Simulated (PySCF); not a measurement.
## Bonding in `Fc1cnccn1`

C4H3FN2.
SMILES with atom numbers: `[F:1][c:2]1[cH:3][n:4][cH:5][cH:6][n:7]1` (hydrogens: H8 on C3; H9 on C5; H10 on C6)

Bond orders from the PBE0/pcSseg-1 density (PySCF). Isolated species at its GFN2-xTB geometry, gas phase.

Task: Where do the orders between heavy atoms depart from those drawn in the SMILES?

Result: The largest departure is 0.172, at C2–C3 (drawn aromatic, 1.328), counting aromatic bonds as 1.5. The bonds drawn aromatic range from 1.33 to 1.49.

Task: Set the Mayer orders of the bonds between heavy atoms beside their lengths.

Result: 
```
 bond  drawn as  length (Å)  Mayer order
F1–C2    single       1.335        0.981
C2–C3  aromatic       1.393        1.328
C3–N4  aromatic       1.320        1.479
N4–C5  aromatic       1.326        1.450
C5–C6  aromatic       1.388        1.373
C6–N7  aromatic       1.326        1.444
N7–C2  aromatic       1.314        1.487
```

By pair of heavy elements: C–C: lowest C2–C3 (1.328, 1.393 Å), highest C5–C6 (1.373, 1.388 Å). C–N: lowest C6–N7 (1.444, 1.326 Å), highest N7–C2 (1.487, 1.314 Å).

Task: And the bonds to hydrogen?

Result: C–H: 0.95 to 0.97 (3 bonds).

Task: Sum the orders of all bonds at each heavy atom with more than one neighbour and set the sums beside the valence in the SMILES.

Result: C2 3.796 (drawn 4), C3 3.757 (drawn 4), N4 2.929 (drawn 3), C5 3.791 (drawn 4), C6 3.783 (drawn 4), N7 2.931 (drawn 3). Orders between atoms that aren't bonded are not in these sums.

For a closed shell the Mayer order of atoms A and B is Σ (PS)μν (PS)νμ over the basis functions μ on A and ν on B, with P the density and S the overlap matrix.
